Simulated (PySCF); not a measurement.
# [Pr(N2)]3+ at several levels of theory

Computed with PySCF 2.14.0 (density fitting, no spin-orbit coupling) at the geometry relaxed with r2SCAN:

```xyz
3
[Pr(N2)]3+ (singlet in the valence; each metal's 4f electrons, 2 of them, lie in its core potential, out of spins and levels)
Pr    0.0000    0.0000   -0.5120
N     0.0000    0.0000    2.0084
N     0.0000    0.0000    3.1197
```

```csv
level,basis,state,HOMO (eV),gap (eV),charge on Pr1 (e),population of f-type functions on Pr1 (polarisation alone where 4f lies in the core),dipole about the centre of mass (D),largest force component (eV/Å)
r2SCAN,"Pr lcecp-1-SVP with ECP48, N def2-SVP",singlet,-26.03,4.83,2.74,0.01,2.50,0.01
TPSS,the same,singlet,-25.77,4.21,2.71,0.01,2.29,1.02
PBE,the same,singlet,-25.59,3.76,2.68,0.01,2.16,1.54
wB97X,the same,singlet,-29.97,11.62,2.75,0.01,2.79,1.15
PBE0,the same,singlet,-27.46,6.63,2.74,0.01,2.54,0.84
```

In the lcecp rows the 4f levels are missing from HOMO and gap, and the state counts the valence alone.

Charges are Mulliken's, which hang on the basis. The relaxation used the grid (50, 194), these runs (75, 302) or, all-electron (x2c bases, spin-free X2C Hamiltonian), (99, 590).

(1) What does r2SCAN with Pr lcecp-1-TZVP with ECP48, N def2-TZVP give here?

No frequency check is given that shows the relaxed geometry to be a minimum. An lcecp potential fixes the number of 4f electrons, so in runs with it no electron can move into or out of that shell.

## Answers

(1) state singlet, HOMO (eV) -26.05, gap (eV) 4.80, charge on Pr1 (e) 2.79, population of f-type functions on Pr1 (polarisation alone where 4f lies in the core) 0.01, dipole about the centre of mass (D) 2.37, largest force component (eV/Å) 1.26. Time: 7.2 s on 2 threads of Arm Neoverse V1, with other jobs on the host, from free ions and atoms.
